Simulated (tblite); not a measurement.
Isomers of C4H6FNSi. Computed with GFN2-xTB (tblite): harmonic, unscaled wavenumbers at the GFN2-xTB geometry, gas phase. This tight-binding method is rough: wavenumbers can miss measured ones by several per cent, in bad cases by 10 to 20. Modes of hydrogen on silicon can be 10 to 20 % off. One conformer each.

Electronic energies: GFN2-xTB at the same geometries; isomer energies are rough at this level and their order can be wrong.

| SMILES | electronic energy, lowest = 0 (kcal/mol) |
| --- | --- |
| N#C/C=C/[C@H](F)[SiH3] | 27.9 |
| N#C[Si@@H]1C[C@H]1CF | 51.8 |
| C#C[Si@@H](N)C(=C)F | 47.7 |
| N#C[Si@@H]1C[C@@H]1CF | 52.7 |
| C#C/C=C/[Si@H](N)F | 0.0 |

How do GFN2-xTB zero-point energies change the relative energies?

| SMILES | ZPE (kcal/mol) | of it from modes above 1550 cm⁻¹ | electronic (kcal/mol) | with ZPE, lowest = 0 (kcal/mol) | lowest mode (cm⁻¹) | rings |
| --- | --- | --- | --- | --- | --- | --- |
| C#C/C=C/[Si@H](N)F | 54.3 | 32.4 | 0.0 | 0.0 | 44 | 0 |
| N#C/C=C/[C@H](F)[SiH3] | 52.2 | 28.6 | 27.9 | 25.8 | 72 | 0 |
| C#C[Si@@H](N)C(=C)F | 53.8 | 32.4 | 47.7 | 47.2 | 26 | 0 |
| N#C[Si@@H]1C[C@H]1CF | 56.1 | 28.3 | 51.8 | 53.6 | 68 | 1 |
| N#C[Si@@H]1C[C@@H]1CF | 56.2 | 28.2 | 52.7 | 54.6 | 50 | 1 |

The zero-point energies span 4.0 kcal/mol, from `N#C/C=C/[C@H](F)[SiH3]` to `N#C[Si@@H]1C[C@@H]1CF`. The order is unchanged.

What do entropy and thermal enthalpy add at 298.15 K and 1 bar (rigid rotor, harmonic oscillator, one conformer each)?

| SMILES | point group | symmetry number | S (cal/(mol K)) | H − H(0) (kcal/mol) | ZPE + H − H(0) − TS (kcal/mol) |
| --- | --- | --- | --- | --- | --- |
| C#C/C=C/[Si@H](N)F | C1 | 1 | 96.8 | 6.72 | 32.1 |
| N#C/C=C/[C@H](F)[SiH3] | C1 | 1 | 92.6 | 6.18 | 30.8 |
| C#C[Si@@H](N)C(=C)F | C1 | 1 | 97.0 | 6.74 | 31.6 |
| N#C[Si@@H]1C[C@H]1CF | C1 | 1 | 90.2 | 5.84 | 35.1 |
| N#C[Si@@H]1C[C@@H]1CF | C1 | 1 | 90.7 | 5.84 | 35.0 |
